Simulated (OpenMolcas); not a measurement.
A calculation on C.

```yaml
Program: OpenMolcas
Method: "SS-CASPT2, IPEA 0.25 Eh, imaginary shift 0.1 Eh (closed shells correlated: 1s 2s)"
Basis: ANO-RCC-VTZP [4s3p2d1f]
Scalar_Hamiltonian: DKH2, point nucleus
Active_space: 2 electrons in 3 orbitals (2p)
State_averaging: 2S+1 = 3 even, 3 roots; 2S+1 = 1 even, 6 roots
Spin-orbit_coupling: state interaction with AMFI integrals over the reference wave functions, term energies averaged over their components
```

(1) Which level of the active space comes out lowest?

(2) How high does 2s2 2p2 3P2 lie?

(3) How high does 2s2 2p2 1D2 lie?

(4) How high does 2s2 2p2 1S0 lie?

Measured values: NIST Handbook of Basic Atomic Spectroscopic Data.

Answers

(1) 2s2 2p2 3P0, with 100 % of that term; it is also the measured ground level.

(2) 47.2 cm-1 above the lowest level; measured 43.4 cm-1 above the ground level, so the calculation is off by +9 %.

(3) 10270 cm-1 above the lowest level; measured 10193 cm-1 above the ground level, so the calculation is off by +1 %.

(4) 23400 cm-1 above the lowest level; measured 21648 cm-1 above the ground level, so the calculation is off by +8 %.

CASPT2 breaks the degeneracy within a term, and the mean is taken; among the terms shown or strongly mixed into the levels shown the widest spread is 82 cm-1 (2s2 2p2 1D). With the s shell closed, the reference lacks s² → p² mixing. Measured partners are found by configuration, term and J. A level has none where our copy of the source lacks it or the pairing is in doubt (some pairs that miss far off the trend of their configuration count as doubtful), and it then counts in no deviation. Only configurations of the active space appear.
